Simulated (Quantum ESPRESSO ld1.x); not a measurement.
Input (ld1.x (Quantum ESPRESSO 7.5)):

```
 &input
    atom='Mo',
    iswitch=1,
    rel=2,
    dft='REVPBE',
    config='[Kr] 4d5',
    cau_fact=102.777,
    rel_dist='average',
    verbosity='high',
    lsmall=.true.,
    prefix='ld1',
    max_out_wfc=37,
    file_charge='ld1.rho',
 /
```

Output (excerpt):

```
     Program LD1 v.7.5 starts

     --------------------------- All-electron run ----------------------------

     dirac relativistic calculation

     atomic number is 42.00
     dft =REVPBE   lsd =0 sic =0 latt =0  beta=0.20 tr2=1.0E-14
     Exchange-correlation= REVPBE
                           (   1   4   4   4   0   0   0)
     mesh =2043 r(mesh) =  99.31835 a.u. xmin = -8.00 dx = 0.00800
     1 Ry =  13.60569312 eV, c = 102.77700000

     n l j   nl                  e(Ry)          e(Ha)          e(eV)
     Spin orbit split results
     1 0 0.5 1S 1( 2.00)   -1487.302138743    -743.651069371 -20235.7764809
     2 0 0.5 2S 1( 2.00)    -213.367947526    -106.683973763  -2903.0188163
     2 1 0.5 2P 1( 2.00)    -196.083682440     -98.041841220  -2667.8544097
     2 1 1.5 2P 1( 4.00)    -181.494924002     -90.747462001  -2469.3642394
     3 0 0.5 3S 1( 2.00)     -36.854378535     -18.427189268   -501.4293646
     3 1 0.5 3P 1( 2.00)     -30.338146937     -15.169073468   -412.7715171
     3 1 1.5 3P 1( 4.00)     -27.922979184     -13.961489592   -379.9114859
     4 0 0.5 4S 1( 2.00)      -5.448756963      -2.724378482    -74.1341151
     4 1 0.5 4P 1( 2.00)      -3.606871289      -1.803435645    -49.0739839
     4 1 1.5 4P 1( 4.00)      -3.267460522      -1.633730261    -44.4560652
     3 2 1.5 3D 1( 4.00)     -16.762816369      -8.381408184   -228.0697354
     3 2 2.5 3D 1( 6.00)     -16.331208989      -8.165604495   -222.1974178
     4 2 1.5 4D 1( 2.00)      -0.767735306      -0.383867653    -10.4455710
     4 2 2.5 4D 1( 3.00)      -0.740149338      -0.370074669    -10.0702448
     Averaged results
     1 0     1S 1( 2.00)   -1487.302138743    -743.651069371 -20235.7764809
     2 0     2S 1( 2.00)    -213.367947526    -106.683973763  -2903.0188163
     2 1     2P 1( 6.00)    -186.357843482     -93.178921741  -2535.5276295
     3 0     3S 1( 2.00)     -36.854378535     -18.427189268   -501.4293646
     3 1     3P 1( 6.00)     -28.728035102     -14.364017551   -390.8648296
     4 0     4S 1( 2.00)      -5.448756963      -2.724378482    -74.1341151
     4 1     4P 1( 6.00)      -3.380597445      -1.690298722    -45.9953714
     3 2     3D 1(10.00)     -16.503851941      -8.251925970   -224.5463449
     4 2     4D 1( 5.00)      -0.751183725      -0.375591863    -10.2203752

     final scf error:  6.8E-15 reached in  31 iterations

     Etot =   -8220.801339 Ry,   -4110.400669 Ha, -111849.700241 eV

     Ekin =    8799.733124 Ry,    4399.866562 Ha,  119726.468443 eV
     Encl =  -20099.714675 Ry,  -10049.857337 Ha, -273470.549722 eV
     Eh   =    3331.019524 Ry,    1665.509762 Ha,   45320.829436 eV
     Exc  =    -251.839312 Ry,    -125.919656 Ha,   -3426.448398 eV

     normalization and overlap integrals

     s(1S/1S) =  1.000000  <r> =   0.0342  <r2> =    0.0016  r(max) =   0.0220
     LC norm =  0.95743048 + SC norm =  0.04256952 =  1.00000000
     s(2S/2S) =  1.000000  <r> =   0.1491  <r2> =    0.0264  r(max) =   0.1257
     LC norm =  0.99119880 + SC norm =  0.00880120 =  1.00000000
     s(2P/2P) =  1.000000  <r> =   0.1265  <r2> =    0.0198  r(max) =   0.0973
     LC norm =  0.99119541 + SC norm =  0.00880459 =  1.00000000
     s(2P/2P) =  1.000000  <r> =   0.1348  <r2> =    0.0222  r(max) =   0.1046
     LC norm =  0.99171809 + SC norm =  0.00828191 =  1.00000000
     s(3S/3S) =  1.000000  <r> =   0.4188  <r2> =    0.2013  r(max) =   0.3762
     LC norm =  0.99764781 + SC norm =  0.00235219 =  1.00000000
     s(3P/3P) =  1.000000  <r> =   0.4133  <r2> =    0.1994  r(max) =   0.3614
     LC norm =  0.99774684 + SC norm =  0.00225316 =  1.00000000
     s(3P/3P) =  1.000000  <r> =   0.4324  <r2> =    0.2179  r(max) =   0.3792
     LC norm =  0.99788763 + SC norm =  0.00211237 =  1.00000000
     s(4S/4S) =  1.000000  <r> =   1.0863  <r2> =    1.3389  r(max) =   0.9669
     LC norm =  0.99947300 + SC norm =  0.00052700 =  1.00000000
     s(4P/4P) =  1.000000  <r> =   1.1925  <r2> =    1.6323  r(max) =   1.0391
     LC norm =  0.99955951 + SC norm =  0.00044049 =  1.00000000
     s(4P/4P) =  1.000000  <r> =   1.2490  <r2> =    1.7913  r(max) =   1.0815
     LC norm =  0.99959307 + SC norm =  0.00040693 =  1.00000000
     s(3D/3D) =  1.000000  <r> =   0.4123  <r2> =    0.2049  r(max) =   0.3206
     LC norm =  0.99809530 + SC norm =  0.00190470 =  1.00000000
     s(3D/3D) =  1.000000  <r> =   0.4186  <r2> =    0.2108  r(max) =   0.3257
     LC norm =  0.99813429 + SC norm =  0.00186571 =  1.00000000
     s(4D/4D) =  1.000000  <r> =   1.8840  <r2> =    4.3602  r(max) =   1.3748
     LC norm =  0.99980335 + SC norm =  0.00019665 =  1.00000000
     s(4D/4D) =  1.000000  <r> =   1.9247  <r2> =    4.5569  r(max) =   1.3970
     LC norm =  0.99981064 + SC norm =  0.00018936 =  1.00000000

     LC charge = 40.80552444 + SC charge =  0.19447556 = 41.00000000

     ------------------------ End of All-electron run ------------------------
```

Run on one thread of a shared host, so times are rough (Intel(R) Xeon(R) Processor @ 2.60GHz): 0.76 s of CPU time, 0.79 s wall, 31 iterations on 2043 mesh points.
